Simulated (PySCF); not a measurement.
A TDDFT job was run through a driver script with this input:

```
{"job": {"kind": "uv", "xc": "PBE0", "basis": "def2-SVPD", "nstates": 8, "ntriplets": 3}, "charge": 0, "multiplicity": 1}
C      3.011888     0.246147    -0.516761
S      1.953782    -1.188960    -0.113208
B      0.294007    -0.559030    -0.047454
C     -0.832468    -1.575165     0.289785
C     -2.112769    -1.171576     0.403093
B     -2.502493     0.316983     0.215881
C     -1.377405     1.313356    -0.180607
C     -0.093663     0.923363    -0.298525
H      2.890991     1.013963     0.239739
H      2.748923     0.626868    -1.498062
H      4.036229    -0.111336    -0.521301
H     -0.589216    -2.623619     0.441101
H     -2.868730    -1.913835     0.643378
H     -3.603600     0.685414     0.379255
H     -1.613507     2.358564    -0.362781
H      0.650432     1.667805    -0.571606
```

Level of theory: TDDFT PBE0/def2-SVPD, vertical, gas phase, core orbitals frozen in the response (PySCF 2.14.0, density-fitted response routines). Job line and output are in the format of a driver script around the code.

Task: Give the output without the SCF cycles.

Result: 
```
converged SCF energy = -642.5000419198

Static polarisability (au): isotropic 111.328, principal 67.115 100.770 166.098

Singlet excitations
state   eV       nm        f      main configurations
  1   3.2394    382.7   0.00261   H->L 0.73, H-1->L 0.24
  2   3.3265    372.7   0.00010   H-2->L 0.97
  3   3.9774    311.7   0.30008   H-1->L 0.74, H->L 0.24
  4   4.2609    291.0   0.00003   H-3->L 0.76, H-4->L 0.22
  5   4.4397    279.3   0.00125   H-4->L 0.76, H-3->L 0.22
  6   5.3918    229.9   0.03328   H-5->L 0.87
  7   5.4865    226.0   0.00078   H-6->L 0.94
  8   6.3072    196.6   0.00006   H-7->L 0.75, H-2->L+1 0.20

Triplet excitations (Tamm-Dancoff, eV): 2.2904 2.6928 2.9458
```

One conformer (not necessarily the lowest) at the GFN2-xTB geometry, without solvent, vibrations or thermal averaging.

H and L stand for HOMO and LUMO.

The values belong to the conformer `[CH3:1][S:2][B:3]1[CH:4]=[CH:5][BH:6][CH:7]=[CH:8]1`: C1–S2–B3–C4 180°.
